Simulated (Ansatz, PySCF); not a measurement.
This singlet lies 0.99 eV below the relaxed triplet at the level frozen-core CCSD(T)/cc-pVTZ // B3LYP-D3(BJ)/def2-TZVP (Ansatz, a program for electronic structure).

B3LYP has the VWN-RPA correlation part, as in Gaussian. 

CH4Si, SMILES `C[SiH]` (lower singlet) (charge 0, multiplicity 1)

Calculation: B3LYP-D3(BJ)/def2-TZVP (PySCF).

```yaml
HOMO: -6.14 eV
dipole_moment: 1.02 D
HOMO–LUMO gap: 3.40 eV
LUMO: -2.74 eV
total_energy: -329.9924 Ha
cost: about 7 core-seconds (a rough figure)
```

```xyz
6

C     -0.5227    -0.0870    -0.0315
Si     1.2571    -0.7185    -0.2526
H     -0.6754     0.8109    -0.6430
H     -1.2824    -0.8236    -0.2923
H     -0.6796     0.2326     1.0060
H      1.9031     0.5855     0.2134
```
Charge 0, spin multiplicity 1.
